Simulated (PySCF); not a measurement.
Compound: C6H4F4.
SMILES with atom numbers: `[CH2:1]=[CH:2]/[C:3](=[CH:4]/[F:5])[C:6]([F:7])=[C:8]([F:9])[F:10]` (hydrogens: H11, H12 on C1; H13 on C2; H14 on C4)

Level: wB97X-D/def2-SVPD in PySCF, non-relativistic, on one gas-phase PBE0-D3(BJ)/def2-SVP geometry that isn't relaxed in the solvent. The solvent is an IEF-PCM continuum (van der Waals radii × 1.2). Specific hydrogen bonds and non-electrostatic terms are outside this model.

Gas phase at wB97X-D/def2-SVPD: HOMO -8.70 eV, LUMO 0.39 eV, dipole 2.35 D.

Q: What does the continuum do to the energy, the frontier levels and the dipole at wB97X-D/def2-SVPD in cyclohexane and benzene?

A: 
```json
{"solvent": "cyclohexane", "ε": "2.017", "E(solvent) − E(gas) (kcal/mol)": "-1.36", "polarisation term (kcal/mol)": "-1.44", "distortion of the solute (kcal/mol)": "0.08", "HOMO (eV)": "-8.63", "LUMO (eV)": "0.47", "dipole (D)": "2.62"}
{"solvent": "benzene", "ε": "2.271", "E(solvent) − E(gas) (kcal/mol)": "-1.56", "polarisation term (kcal/mol)": "-1.67", "distortion of the solute (kcal/mol)": "0.11", "HOMO (eV)": "-8.63", "LUMO (eV)": "0.48", "dipole (D)": "2.65"}
```

The first energy column is the sum of the next two and covers electrostatics alone. From cyclohexane to benzene the lowering changes by a factor 1.15, Onsager's factor (ε − 1)/(2ε + 1) by 1.14 and ε itself by 1.1.

Q: Which radius a makes the point-dipole formula ΔE = −[(ε − 1)/(2ε + 1)]·μ²/a³ give the value in benzene, with the gas-phase dipole?

A: μ = 0.927 au and |ΔE| = 0.00248 Eh give a = 2.27 Å; the farthest nucleus lies 3.34 Å from the centroid of the nuclei, so such a sphere wouldn't even hold the nuclei. The formula assumes a rigid point dipole at the centre of a sphere.

Q: How does the static polarisability (wB97X-D/def2-SVPD, frozen core, with the continuum's full static response) change?

A: 
| medium | isotropic (au) | principal values (au) | ⟨r²⟩ of the electrons (bohr²) |
| --- | --- | --- | --- |
| gas | 79.2 | 52.9, 83.8, 100.9 | 1407.2 |
| cyclohexane | 88.8 | 58.4, 93.0, 115.0 | 1406.9 |
| benzene | 90.3 | 59.4, 94.3, 117.1 | 1406.8 |

The isotropic value in benzene is 1.14 times the gas-phase one; no cavity-field correction is applied. ⟨r²⟩ is taken about the centre of nuclear charge.

Conformer computed: `[CH2:1]=[CH:2]/[C:3](=[CH:4]/[F:5])[C:6]([F:7])=[C:8]([F:9])[F:10]`: C1–C2–C3–C4 176°, C2–C3–C6–F7 -46°.

The pairwise dispersion term of wB97X-D wasn't added to the energies; at a given geometry it leaves orbitals and properties as they are.
